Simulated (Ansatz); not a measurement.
**One elementary step**

Start structure (HfHClF4, closed shell), relaxed at PBE0-D4/def2-TZVP:

```
7
angstrom
Hf -0.4412 -0.6666 0.0915
F 1.4208 -0.7346 -0.3697
F -0.9359 -2.4939 0.1677
F -1.5812 0.0598 -1.2474
F -0.8165 -0.0181 1.8402
H 1.7558 1.6878 -0.3850
Cl 0.5982 2.1655 -0.0972
```

The step: HfF₄ ([F][Hf]([F])([F])[F]) + HCl → HfClF₃ ([F][Hf]([F])([F])[Cl]) + HF (still joined by a long Hf–F bond); bonds formed: F2–H6; dative contacts that become bonds: Hf1–Cl7; bonds broken: H6–Cl7; bonds weakened to dative contacts: Hf1–F2. Ansatz 0.2.0; basis: def2-TZVPP and def2-QZVPP; cores frozen in the correlated methods. Core potentials replace the inner electrons of the atoms past krypton. Extrapolation: Hartree–Fock as exp(−7.88 √X), correlation as X^−2.97. Energies below are by CCSD(T) at an estimated basis limit (MP2 extrapolated from triple and quadruple zeta, plus CCSD(T) − MP2 in triple zeta).

(1) What are the electronic barrier and the energy of the step, from the start structure to the end structure? (Judge from chemistry; the value comes from the calculation.)

T1 diagnostic: at most 0.016.

Answers

(1) By the calculation: Barrier 44.8 kJ/mol; step energy 1.4 kJ/mol (uphill); reverse barrier, their difference, 43.5 kJ/mol. Barrier and step energy count from the start structure, the reverse barrier from the end structure.

The saddle point: One imaginary mode of 318i cm⁻¹.
| pair | start (Å) | saddle (Å) | end (Å) |
| --- | --- | --- | --- |
| Hf1–Cl7 | 3.02 | 2.69 | 2.40 |
| F2–H6 | 2.45 | 1.32 | 0.94 |
| Hf1–F2 | 1.92 | 2.07 | 2.43 |
| H6–Cl7 | 1.28 | 1.43 | 2.29 |

Zero-point energy (harmonic, PBE0-D4): ZPE is 43.0 kJ/mol at the start and 40.3 kJ/mol at the saddle, so the barrier goes from 44.8 to 42.1 kJ/mol.

Labels in which every atom is bracketed show which atoms are joined, not bond orders.

For scale, one of the runs: CCSD(T)/def2-TZVPP, 236 basis functions, launched by `ansatz run in.yaml --threads 8 --pin off --events-out ev --progress --plain --max-ram 19148MiB`. Hardware: 8 CPU threads of an Arm Neoverse V1, shared host. Wall time 3.3 min; peak host memory 5.5 GiB.
